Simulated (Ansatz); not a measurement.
The same path of AlH$_{7}$N$_{2}$O (11 atoms, charge 0, multiplicity 1) was run 3 times with different band settings. Lost on the way: O9–H11. Made: N2–H11.

All numbers below come from Ansatz 0.2.0, RKS B3LYP-D4/6-31G*.

Relaxed end points:

```xyz
11
Properties=species:S:1:pos:R:3
Al 0.158 -0.239 0.171
N 0.197 -0.138 2.035
H -0.619 0.255 2.497
H 1.015 0.250 2.497
N 1.604 0.342 -0.715
H 2.523 0.472 -0.312
H 1.672 0.351 -1.726
H -1.270 -0.153 -0.532
O 0.227 -2.250 0.566
H -0.613 -2.696 0.364
H 0.185 -1.938 1.524
```

```xyz
11
Properties=species:S:1:pos:R:3
Al 0.065 -0.606 0.053
N 0.154 -0.221 2.070
H -0.677 0.247 2.430
H 0.969 0.357 2.276
N 1.575 0.165 -0.594
H 2.463 -0.317 -0.680
H 1.516 0.874 -1.316
H -1.283 0.142 -0.389
O 0.058 -2.331 0.368
H -0.013 -2.930 -0.385
H 0.252 -1.122 2.539
```

Common settings: climbing image yes; optimiser quadratic models (default); start path through a guess of the saddle point; force threshold 0.03 eV/Å; iteration limit 60; end points relaxed.

| run | movable images | spring |
| --- | --- | --- |
| 1 | 9 | 5.0 eV/Å² |
| 2 | 9 | 2.0 to 10.0 eV/Å², energy-weighted |
| 3 | 3 | 5.0 eV/Å² |

**Question.** What does each run give, and how far can it be trusted?

**Answer.** Run 1: converged after 15 iterations, highest image 0.059 eV above the first end. A vibrational analysis at the climbing image gives one clearly imaginary mode, 764i cm⁻¹: a first-order saddle point.
Run 2: converged after 16 iterations, highest image 0.059 eV above the first end. Another band between the same ends (9 images) ends at a top of the same energy, where a vibrational analysis finds 1 clearly imaginary mode.
Run 3: converged after 13 iterations, highest image 0.059 eV above the first end. Another band between the same ends (9 images) ends at a top of the same energy, where a vibrational analysis finds 1 clearly imaginary mode. So few images can step over the top or miss a turn of the path.
The orbitals stay closed-shell, which can raise the energy where a bond breaks towards radicals; this wasn't checked here.
